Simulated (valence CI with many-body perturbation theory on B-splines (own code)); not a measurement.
## E1 line list for Cr XI

Level of theory: relativistic CI+MBPT: four valence electrons over a frozen Dirac-Fock core [Ne], radial functions for each j: 11 s, 11 p, 10 d, 8 f, 5 g, 2 h, with the one-electron correlation potential Σ1, the two-electron term Σ2, the three-electron term Σ3, Breit, model QED; selected CI, second order for the rest, scaled by the run's own slope (own B-spline code, finite nucleus).

No measured levels were compared; by estimate levels of excited configurations hold to 0.05 to 0.15 % of their energy, terms of the ground configuration to about 0.5 %. Among the levels kept, up to 640 cm⁻¹ of a level comes from second order outside the variational space, and about a tenth of that is noise between levels of different J, which matters for small intervals.

Lines 51 to 100 of 566 in falling wavelength, among levels below 1029300 cm⁻¹, chosen from the strongest by gf and those to the six lowest levels. Wavelengths and rates use the calculated energies, so an error of 200 cm⁻¹ moves a line at 40.13 nm by 0.08 % and its rate by three times that or more. Electric multipoles are in the length gauge, E1 and E2 with the static RPA response of the core. Weak lines are less certain than strong ones. Lines between different terms over intervals too small for the method are left out, as are lines whose strength nearly cancels. Where a level lies close to another of its J and parity, the split of strength between their lines is uncertain. The highest levels of a list are the least certain.

Names give the largest LS component (configuration and term), which can be under half, so a name can repeat, a term be missing and a line seem to break the LS rules; names also repeat where a configuration has a term twice. Letters in brackets count levels of one name in rising energy.

| λ vac (nm) | Upper | Lower | A (s⁻¹) | S (a.u.) |
| --- | --- | --- | --- | --- |
| 40.13 | 3p³3d ³D°_3 [b] | 3s3p²3d ³D_3 [b] | 1.06e+09 | 2.37e-01 |
| 39.91 | 3p³3d ³F°_4 [b] | 3s3p²3d ³D_3 [b] | 1.25e+09 | 3.54e-01 |
| 39.54 | 3p³3d ³F°_4 [b] | 3s3p²3d ³F_4 [b] | 1.62e+09 | 4.44e-01 |
| 39.51 | 3p³3d ³F°_3 [b] | 3s3p²3d ³D_2 [b] | 9.23e+08 | 1.97e-01 |
| 39.48 | 3p³3d ¹F°_3 [a] | 3s3p²3d ¹D_2 [a] | 2.04e+09 | 4.34e-01 |
| 39.17 | 3s3p²3d ¹D_2 [b] | 3s²3p3d ¹P°_1 | 1.99e+09 | 2.95e-01 |
| 38.85 | 3p³3d ³F°_3 [b] | 3s3p²3d ³F_3 [b] | 1.39e+09 | 2.81e-01 |
| 38.84 | 3s3p²3d ³D_3 [b] | 3s²3p3d ³P°_2 [b] | 1.09e+09 | 2.20e-01 |
| 38.79 | 3p³3d ⁵D°_1 | 3s3p²3d ⁵P_1 | 2.58e+09 | 2.23e-01 |
| 38.49 | 3p³3d ⁵D°_2 | 3s3p²3d ⁵P_2 | 2.20e+09 | 3.10e-01 |
| 38.35 | 3p³3d ⁵D°_3 | 3s3p²3d ⁵P_2 | 1.87e+09 | 3.64e-01 |
| 38.27 | 3p³3d ³F°_2 [b] | 3s3p²3d ³F_2 [b] | 1.59e+09 | 2.19e-01 |
| 38.00 | 3p³3d ⁵D°_3 | 3s3p²3d ⁵P_3 | 1.44e+09 | 2.73e-01 |
| 37.92 | 3p³3d ⁵D°_4 | 3s3p²3d ⁵P_3 | 2.84e+09 | 6.87e-01 |
| 37.90 | 3p³3d ¹F°_3 [b] | 3s3p²3d ³F_4 [c] | 8.73e+08 | 1.64e-01 |
| 37.85 | 3s3p²3d ³G_5 | 3s²3p3d ³F°_4 | 5.10e+09 | 1.50e+00 |
| 37.74 | 3p³3d ¹D°_2 [b] | 3s3p²3d ¹D_2 [a] | 1.45e+09 | 1.92e-01 |
| 37.52 | 3s3p³ ³P°_1 | 3s²3p² ³P_2 | 8.46e+08 | 6.61e-02 |
| 37.48 | 3s3p³ ³P°_2 | 3s²3p² ³P_2 | 2.50e+09 | 3.24e-01 |
| 37.41 | 3p³3d ³F°_3 [a] | 3s3p²3d ³F_4 [a] | 1.17e+09 | 2.12e-01 |
| 37.34 | 3s3p3d² ³D°_3 | 3s3p²3d ³D_3 [d] | 1.66e+09 | 2.99e-01 |
| 37.13 | 3s3p²3d ³G_4 | 3s²3p3d ³F°_3 | 5.23e+09 | 1.19e+00 |
| 37.12 | 3s3p³ ¹D°_2 | 3s²3p² ¹D_2 | 4.30e+09 | 5.43e-01 |
| 37.03 | 3p⁴ ³P_2 | 3s3p³ ³D°_3 | 4.29e+09 | 5.37e-01 |
| 36.96 | 3p³3d ³F°_4 [a] | 3s3p²3d ³F_4 [a] | 2.49e+09 | 5.59e-01 |
| 36.83 | 3p³3d ³F°_3 [a] | 3s3p²3d ³F_3 [a] | 1.79e+09 | 3.09e-01 |
| 36.81 | 3p³3d ¹D°_2 [b] | 3s3p²3d ³F_3 [c] | 1.49e+09 | 1.84e-01 |
| 36.73 | 3p³3d ³F°_2 [a] | 3s3p²3d ³F_2 [a] | 2.14e+09 | 2.62e-01 |
| 36.71 | 3p³3d ³D°_3 [a] | 3s3p²3d ³F_4 [a] | 2.07e+09 | 3.54e-01 |
| 36.68 | 3s3p³ ³P°_0 | 3s²3p² ³P_1 | 3.20e+09 | 7.79e-02 |
| 36.67 | 3s3p²3d ³G_3 | 3s²3p3d ³F°_2 | 5.33e+09 | 9.09e-01 |
| 36.63 | 3s3p³ ³P°_1 | 3s²3p² ³P_1 | 1.29e+09 | 9.40e-02 |
| 36.59 | 3s3p³ ³P°_2 | 3s²3p² ³P_1 | 4.28e+08 | 5.17e-02 |
| 36.57 | 3s3p²3d ³D_3 [c] | 3s²3p3d ³D°_2 | 1.13e+09 | 1.91e-01 |
| 36.56 | 3p³3d ¹F°_3 [c] | 3s3p²3d ³F_4 [c] | 1.01e+09 | 1.71e-01 |
| 36.54 | 3p³3d ¹D°_2 [c] | 3s3p²3d ¹D_2 [a] | 2.53e+09 | 3.05e-01 |
| 36.21 | 3p³3d ³D°_2 [a] | 3s3p²3d ³F_3 [a] | 2.38e+09 | 2.79e-01 |
| 36.16 | 3p³3d ³D°_3 [a] | 3s3p²3d ³F_3 [a] | 1.34e+09 | 2.19e-01 |
| 36.13 | 3s3p²3d ¹P_1 [b] | 3s²3p3d ¹P°_1 | 2.65e+09 | 1.85e-01 |
| 36.02 | 3p³3d ⁵D°_4 | 3s3p²3d ³F_4 [a] | 8.54e+08 | 1.77e-01 |
| 35.95 | 3s3p²3d ³F_2 [c] | 3s²3p3d ³D°_1 | 4.55e+09 | 5.21e-01 |
| 35.93 | 3s3p²3d ³F_3 [c] | 3s²3p3d ³D°_2 | 4.09e+09 | 6.55e-01 |
| 35.90 | 3s3p³ ³P°_1 | 3s²3p² ³P_0 | 9.92e+08 | 6.80e-02 |
| 35.86 | 3p³3d ³D°_1 [b] | 3s3p²3d ³F_2 [c] | 2.95e+09 | 2.01e-01 |
| 35.78 | 3p⁴ ³P_1 | 3s3p³ ³D°_2 | 3.77e+09 | 2.56e-01 |
| 35.77 | 3p³3d ³D°_1 [a] | 3s3p²3d ³F_2 [a] | 3.82e+09 | 2.58e-01 |
| 35.76 | 3s3p²3d ³F_4 [c] | 3s²3p3d ³D°_3 | 7.69e+09 | 1.56e+00 |
| 35.52 | 3p³3d ³P°_2 [a] | 3s3p²3d ³D_3 [a] | 2.56e+09 | 2.82e-01 |
| 35.51 | 3s3p³ ³S°_1 | 3s²3p² ¹S_0 | 2.84e+08 | 1.88e-02 |
| 35.42 | 3s3p3d² ³F°_3 | 3s3p²3d ³D_3 [c] | 1.26e+09 | 1.94e-01 |
